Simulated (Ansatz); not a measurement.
System: C2HCl4, net charge 0, doublet state. It need not be the lowest isomer of its formula. SMILES: Cl[CH]C(Cl)(Cl)Cl
Structure (B3LYP-D3(BJ)/def2-TZVP (Ansatz, a quantum-chemistry and plane-wave program) minimum search):
```xyz
7

C     -1.1629    -0.1605    -0.4898
C      0.2786    -0.1400    -0.1963
Cl     0.9153     1.5661    -0.2079
Cl     1.1190    -1.0700    -1.4702
Cl     0.6480    -0.8527     1.4086
Cl    -2.2812     0.4869     0.5986
H     -1.5124    -0.4120    -1.4775
```
Charge 0, spin multiplicity 2.

Computed values are from Ansatz. Valence correlation only, unless marked. Open shells are spin-unrestricted. No spin-orbit coupling. Non-relativistic. CBS(X,Y): correlation extrapolated as X^-3; Hartree-Fock from the larger set. [CCSD(T)-MP2]/basis is that difference in the basis named.

Question: What is the T1 diagnostic at CCSD/cc-pV(T+d)Z?

Answer: 0.014.

Question: What is the total energy at RI-MP2/CBS(cc-pV(T+d)Z,cc-pV(Q+d)Z)+[CCSD(T)-MP2]/cc-pV(T+d)Z?

Answer: -1915.7226 Eh.

Question: What is the dipole moment at wB97M-V/def2-TZVPD?

Answer: 1.34 D.

Question: What is the atomisation energy De at RI-MP2/CBS(cc-pV(T+d)Z,cc-pV(Q+d)Z)+[CCSD(T)-MP2]/cc-pV(T+d)Z?

Answer: 2138.2 kJ/mol.
